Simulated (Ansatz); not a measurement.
Consider the substitution at a C–S bond: `CS[Si](Cl)(Cl)Cl` + `CBNC` → `CBN(C)C` + `S[Si](Cl)(Cl)Cl`.

Program: Ansatz. Geometries: PBE0-D4/def2-TZVP. ΔE: electronic, gas phase. CCSD(T)/CBS is the MP2 limit (def2-TZVPP, def2-QZVPP) plus CCSD(T) − MP2 in def2-TZVPP, frozen cores. Functionals use def2-TZVPP. One conformer a species, not always the lowest.

`CS[Si](Cl)(Cl)Cl`:

Cartesian coordinates in Å:
```
C -1.088 -0.110 -1.134
S 0.721 -0.284 -1.113
Si 1.075 0.071 0.920
Cl 0.429 1.915 1.502
Cl 3.078 -0.069 1.206
Cl 0.120 -1.278 2.113
H -1.557 -0.855 -0.492
H -1.385 0.894 -0.835
H -1.393 -0.283 -2.166
```

`CBNC`:

```xyz
12

C     0.058    0.496    1.934
B     0.219    0.553    0.374
N    -0.186   -0.495   -0.444
C    -0.092   -0.562   -1.882
H    -0.390   -0.430    2.306
H    -0.556    1.332    2.286
H     1.030    0.620    2.424
H     0.700    1.513   -0.170
H    -0.594   -1.315   -0.021
H     0.357    0.360   -2.251
H     0.531   -1.401   -2.209
H    -1.077   -0.671   -2.348
```

`CBN(C)C`:

Cartesian coordinates in Å:
```
C 0.109 -1.892 1.039
B 0.212 -0.326 0.994
N 0.003 0.470 -0.132
C 0.119 1.910 -0.089
C -0.345 -0.011 -1.447
H 1.057 -2.311 1.396
H -0.636 -2.188 1.787
H -0.144 -2.395 0.104
H 0.494 0.265 2.004
H 0.381 2.230 0.918
H -0.825 2.388 -0.377
H 0.891 2.262 -0.784
H -0.427 -1.095 -1.454
H -1.302 0.410 -1.775
H 0.413 0.284 -2.183
```

`S[Si](Cl)(Cl)Cl`:

Z-matrix (Å, degrees):
```
Si
Cl 1 2.027
Cl 1 2.033 2 109.6
S 1 2.105 2 106.1 3 121.4
Cl 1 2.033 2 109.6 3 -117.3
H 4 1.346 1 93.0 2 180.0
```

```
             level  ΔE (kJ/mol)  difference from CCSD(T)/CBS
            B97M-V         21.8                          0.3
               PBE         23.3                          1.8
              BLYP         23.6                          2.1
           r2SCAN0         23.0                          1.5
       HF/def2-SVP         14.7                         -6.8
     CCSD/def2-SVP          8.7                        -12.8
    MP2/def2-TZVPP         20.3                         -1.2
SCS-MP2/def2-TZVPP         19.7                         -1.8
CCSD(T)/def2-TZVPP         17.4                         -4.1
      HF/CBS(def2)         22.9                          1.4
       CCSD(T)/CBS         21.5                            0
```

Largest T1 diagnostic among the species: 0.012.

At CCSD(T), def2-SVP lies −13.2 kJ/mol from the extrapolated value and def2-TZVPP −4.1 kJ/mol. Leaving LDA and LC-ωPBE aside and taking each functional with its dispersion term where it has one, the values, not all of them listed here, spread over 3.9 kJ/mol, from CAM-B3LYP-D4 to BLYP-D4. LDA lies −10.2 kJ/mol from PBE without D4.

CCSD(T)/CBS has its own doubt, a few kJ/mol and more with outer-core shells, so smaller differences from it don't rank the levels.
